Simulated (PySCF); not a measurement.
Isomers of C6H12S2, one GFN2-xTB conformer each. Single-point energies are computed at PBE0/pcSseg-1 (PySCF, gas phase, no added dispersion term), electronic only.

Problem. Rank them by PBE0/pcSseg-1 energy, lowest first (kcal/mol).
A. `[CH3:1][CH:2]([CH3:3])[CH:4]1[S:5][CH2:6][CH2:7][S:8]1` with C1–C2–C4–S5 -67°, C2–C4–S5–C6 133°, C4–S5–C6–C7 -36°, S5–C6–C7–S8 52°, C6–C7–S8–C4 -42°
B. `[CH3:1][CH2:2][C@@H:3]1[CH2:4][CH2:5][S:6][CH2:7][S:8]1` with C1–C2–C3–C4 -174°, C2–C3–C4–C5 169°, C3–C4–C5–S6 70°, C4–C5–S6–C7 -60°, C5–S6–C7–S8 63°

Solution. A (0.0), B (0.6).

Neighbours under 2.5 kcal/mol apart (CC(C)C1SCCS1 and CC[C@@H]1CCSCS1) can change places with a better method, another conformer or zero-point energy. GFN2-xTB itself gives, in the same order: 0.0, 1.0. Both levels put the same isomer lowest.

Problem. Which frontier levels, dipoles and rotational constants go with these structures?

Solution. 
| SMILES | HOMO (eV, PBE0/pcSseg-1) | LUMO (eV) | dipole (D) | A, B, C (MHz) |
| --- | --- | --- | --- | --- |
| CC(C)C1SCCS1 | -6.50 | 0.11 | 0.95 | 2135, 1204, 985.1 |
| CC[C@@H]1CCSCS1 | -6.19 | 0.49 | 2.38 | 2797, 959.4, 768.3 |

Problem. As an exercise, what shares would exp(−E/RT) give at 500 K from these electronic energies alone (no entropy, no degeneracies)?

Solution. RT = 0.994 kcal/mol: CC(C)C1SCCS1 65.7 %, CC[C@@H]1CCSCS1 34.3 %.
